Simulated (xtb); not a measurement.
Input file for xtb: GFN2-xTB on FH3SSi (SMILES F[SiH2]S), a point of a torsion scan.

```
$ xtb mol.xyz --gfn 2 --sp --chrg 0 --uhf 0
6

F     -1.30963292     1.27021473    -0.32571309
Si    -0.53137747    -0.07868331     0.05381381
S      1.46866220     0.43649930     0.62173406
H     -1.22676688    -0.61703372     1.20095157
H     -0.48686016    -0.86719213    -1.15730376
H      2.09021720    -0.26991058    -0.31083403
```

It printed:

```
[...]
           -------------------------------------------------
          |                Calculation Setup                |
           -------------------------------------------------



           -------------------------------------------------
          |                 G F N 2 - x T B                 |
           -------------------------------------------------

        Reference                      10.1021/acs.jctc.8b01176
      * Hamiltonian:
        H0-scaling (s, p, d)           1.850000    2.230000    2.230000
        zeta-weighting                 0.500000
      * Dispersion:
        s8                             2.700000
        a1                             0.520000
        a2                             5.000000
        s9                             5.000000
      * Repulsion:
        kExp                           1.500000    1.000000
        rExp                           1.000000
      * Coulomb:
        alpha                          2.000000
        third order                    shell-resolved
        anisotropic                    true
        a3                             3.000000
        a5                             4.000000
        cn-shift                       1.200000
        cn-exp                         4.000000
        max-rad                        5.000000


          ...................................................
          :                      SETUP                      :
          :.................................................:
          :  # basis functions                  27          :
          :  # atomic orbitals                  25          :
          :  # shells                           11          :
          :  # electrons                        20          :
          :  max. iterations                   250          :
          :  Hamiltonian                  GFN2-xTB          :
          :  restarted?                      false          :
          :  GBSA solvation                  false          :
          :  PC potential                    false          :
          :  electronic temp.          300.0000000     K    :
          :  accuracy                    1.0000000          :
          :  -> integral cutoff          0.2500000E+02      :
          :  -> integral neglect         0.1000000E-07      :
          :  -> SCF convergence          0.1000000E-05 Eh   :
          :  -> wf. convergence          0.1000000E-03 e    :
          :  Broyden damping             0.4000000          :
          :  net charge                          0          :
          :  unpaired electrons                  0          :
          ...................................................

 iter      E             dE          RMSdq      gap      omega  full diag
   1    -11.2888565 -0.112889E+02  0.952E+00    6.12       0.0  T
   2    -11.3676680 -0.788115E-01  0.312E+00    4.58       1.0  T
   3    -11.3725885 -0.492053E-02  0.272E+00    5.08       1.0  T
   4    -11.3764424 -0.385387E-02  0.121E+00    4.75       1.0  T
   5    -11.3745558  0.188662E-02  0.109E+00    5.01       1.0  T
   6    -11.3765243 -0.196854E-02  0.178E-01    4.76       1.0  T
   7    -11.3765340 -0.972256E-05  0.447E-02    4.78       1.0  T
   8    -11.3765361 -0.203713E-05  0.965E-03    4.77       4.2  T
   9    -11.3765361 -0.390749E-07  0.430E-03    4.77       9.5  T
  10    -11.3765362 -0.418187E-07  0.117E-03    4.77      34.9  T
  11    -11.3765362  0.772220E-09  0.810E-04    4.77      50.4  T
  12    -11.3765362 -0.102136E-08  0.121E-04    4.77     338.2  T

   *** convergence criteria satisfied after 12 iterations ***

         #    Occupation            Energy/Eh            Energy/eV
      -------------------------------------------------------------
         1        2.0000           -0.8675094             -23.6061
       ...           ...                  ...                  ...
         4        2.0000           -0.5297550             -14.4154
         5        2.0000           -0.5281444             -14.3715
         6        2.0000           -0.5232514             -14.2384
         7        2.0000           -0.5002013             -13.6112
         8        2.0000           -0.4602844             -12.5250
         9        2.0000           -0.4328372             -11.7781
        10        2.0000           -0.3922091             -10.6726 (HOMO)
        11                         -0.2169092              -5.9024 (LUMO)
        12                         -0.2069256              -5.6307
        13                         -0.1848913              -5.0311
        14                         -0.1393891              -3.7930
        15                         -0.0716742              -1.9504
       ...                                ...                  ...
        25                          0.8992797              24.4706
      -------------------------------------------------------------
                  HL-Gap            0.1753000 Eh            4.7702 eV
             Fermi-level           -0.3045592 Eh           -8.2875 eV

 SCC (total)                   0 d,  0 h,  0 min,  0.008 sec
 SCC setup                      ...        0 min,  0.000 sec (  1.181%)
 Dispersion                     ...        0 min,  0.000 sec (  0.447%)
 classical contributions        ...        0 min,  0.000 sec (  0.202%)
 integral evaluation            ...        0 min,  0.001 sec ( 15.661%)
 iterations                     ...        0 min,  0.004 sec ( 51.728%)
 molecular gradient             ...        0 min,  0.002 sec ( 28.321%)
 printout                       ...        0 min,  0.000 sec (  2.212%)

         :::::::::::::::::::::::::::::::::::::::::::::::::::::
         ::                     SUMMARY                     ::
         :::::::::::::::::::::::::::::::::::::::::::::::::::::
         :: total energy             -11.324542641732 Eh    ::
         :: gradient norm              0.000119297223 Eh/a0 ::
         :: HOMO-LUMO gap              4.770154715532 eV    ::
         ::.................................................::
         :: SCC energy               -11.376535675407 Eh    ::
         :: -> isotropic ES            0.032655929773 Eh    ::
         :: -> anisotropic ES          0.000304830211 Eh    ::
         :: -> anisotropic XC          0.000953592593 Eh    ::
         :: -> dispersion             -0.002891431346 Eh    ::
         :: repulsion energy           0.051993033674 Eh    ::
         :: add. restraining           0.000000000000 Eh    ::
         :: total charge              -0.000000000000 e     ::
         :::::::::::::::::::::::::::::::::::::::::::::::::::::

           -------------------------------------------------
          |                Property Printout                |
           -------------------------------------------------

    * Orbital Energies and Occupations

         #    Occupation            Energy/Eh            Energy/eV
      -------------------------------------------------------------
         1        2.0000           -0.8675094             -23.6061
         2        2.0000           -0.7313282             -19.9005
         3        2.0000           -0.6670477             -18.1513
         4        2.0000           -0.5297550             -14.4154
         5        2.0000           -0.5281444             -14.3715
         6        2.0000           -0.5232514             -14.2384
         7        2.0000           -0.5002013             -13.6112
         8        2.0000           -0.4602844             -12.5250
         9        2.0000           -0.4328372             -11.7781
        10        2.0000           -0.3922091             -10.6726 (HOMO)
        11                         -0.2169092              -5.9024 (LUMO)
        12                         -0.2069256              -5.6307
Note: The following floating-point exceptions are signalling: IEEE_DENORMAL
normal termination of xtb
        13                         -0.1848913              -5.0311
        14                         -0.1393891              -3.7930
        15                         -0.0716742              -1.9504
        16                         -0.0642631              -1.7487
        17                         -0.0322494              -0.8776
        18                         -0.0114941              -0.3128
        19                          0.0260442               0.7087
        20                          0.0556134               1.5133
        21                          0.3351050               9.1187
       ...                                ...                  ...
        25                          0.8992797              24.4706
      -------------------------------------------------------------
                  HL-Gap            0.1753000 Eh            4.7702 eV
             Fermi-level           -0.3045592 Eh           -8.2875 eV

     #   Z          covCN         q      C6AA      α(0)
     1   9 F        0.705    -0.252    11.796     4.056
     2  14 Si       3.426     0.562   103.064    19.873
     3  16 S        1.799    -0.366   157.087    21.096
     4   1 H        0.923    -0.049     4.069     3.155
     5   1 H        0.923    -0.060     4.343     3.259
     6   1 H        0.923     0.165     1.297     1.781

 Mol. C6AA /au·bohr⁶  :        963.112642
 Mol. C8AA /au·bohr⁸  :      41730.045720
 Mol. α(0) /au        :         53.219607


Wiberg/Mayer (AO) data.
largest (>0.10) Wiberg bond orders for each atom

 ---------------------------------------------------------------------------
     #   Z sym  total        # sym  WBO       # sym  WBO       # sym  WBO
 ---------------------------------------------------------------------------
     1   9 F    1.223 --     2 Si   1.125
     2  14 Si   3.917 --     1 F    1.125     3 S    1.004     4 H    0.885
                             5 H    0.882
     3  16 S    2.077 --     2 Si   1.004     6 H    0.952
     4   1 H    0.998 --     2 Si   0.885
     5   1 H    0.996 --     2 Si   0.882
     6   1 H    0.973 --     3 S    0.952
 ---------------------------------------------------------------------------

Topologies differ in total number of bonds
Writing topology from bond orders to xtbtopo.mol

molecular dipole:
                 x           y           z       tot (Debye)
 q only:       -0.137      -0.918      -0.295
   full:       -0.283      -1.035      -0.425       2.933
molecular quadrupole (traceless):
                xx          xy          yy          xz          yz          zz
 q only:       -0.065       0.283      -0.564      -2.817      -0.040       0.629
  q+dip:       -1.766      -0.148      -0.556      -4.852       0.078       2.322
   full:       -0.771      -0.168      -0.750      -4.505       0.571       1.522


           -------------------------------------------------
          | TOTAL ENERGY              -11.324542641732 Eh   |
          | GRADIENT NORM               0.000119297223 Eh/α |
          | HOMO-LUMO GAP               4.770154715532 eV   |
           -------------------------------------------------

------------------------------------------------------------------------
------------------------------------------------------------------------
 total:
 SCF:
```

The run finished.

Cost: roughly 0.06 core-seconds.
